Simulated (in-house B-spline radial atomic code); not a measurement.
**RPA and G0W0 on LC-wPBE: the potassium ion K⁴⁺**

Configuration [Ne] 3s2 3p3, highest spin, mean-field start LC-wPBE. Computed with a B-spline radial code for spherical atoms: all electrons, scalar-relativistic (spin-free one-electron X2C), finite nucleus, each spin shell either full or empty, empty states to l = 9 with an (l + 1/2)⁻⁴ tail; G0W0 by contour deformation at full frequency.

Command:
```bash
python run_gw.py task.json out
```
Settings (radii: box in bohr, nucleus in fm):
```
Z                        19
electrons                15
configuration            [Ne] 3s2 3p3
hamiltonian              x2c
method                   lc_wpbe
lmax                     9
rms_radius               3.4349
spin_polarised           True
box_radius               11.96
intervals                69
```

Cost of the run: 1.5 s on 1 thread of AMD EPYC 7R13 Processor, with other jobs on the host.

Energies (hartree):

```tsv
term	value
mean-field total	-596.85023
Hartree-Fock functional on these orbitals	-596.37232
direct second order	-0.9953
second-order exchange	0.36119
SOSEX correction	0.33363
```

Task: What is the RPA correlation energy, and what remains with SOSEX?

Result: RPA gives -0.89337 hartree (-1.62 eV per electron); RPA + SOSEX gives -0.55974, and the second-order doubles -0.63411 hartree (no singles). RPA lacks exchange-type terms and so overcorrelates at short range.

Quasi-particle levels (eV):

```
  level  occupied  mean field  Σx - vxc     Σc  QP weight     G0W0
  3p up       yes      -78.71     -3.14      ?          ?        ?
3s down       yes      -91.43     -0.48  -2.59      0.962   -94.50
2p down       yes     -348.79    -26.02   7.13      0.910  -367.68
3p down        no      -63.37      5.23  -2.95      0.959   -61.08
```

G0W0 = mean field + (Σx - vxc) + Σc, with Σc (partial-wave tail included) taken at the quasi-particle energy. Only the outer levels were computed. Levels of low weight are left out.

Task: Where does G0W0 put 3p up?

Result: At -82.21 eV, with Σc = -0.35 eV and a quasi-particle weight of 0.960. The tabulated removal energy is 82.66 ± 0.16 eV (NIST, semi-empirical); the calculation leaves out spin-orbit coupling, Breit and QED terms, and what these don't explain is the method's own error.
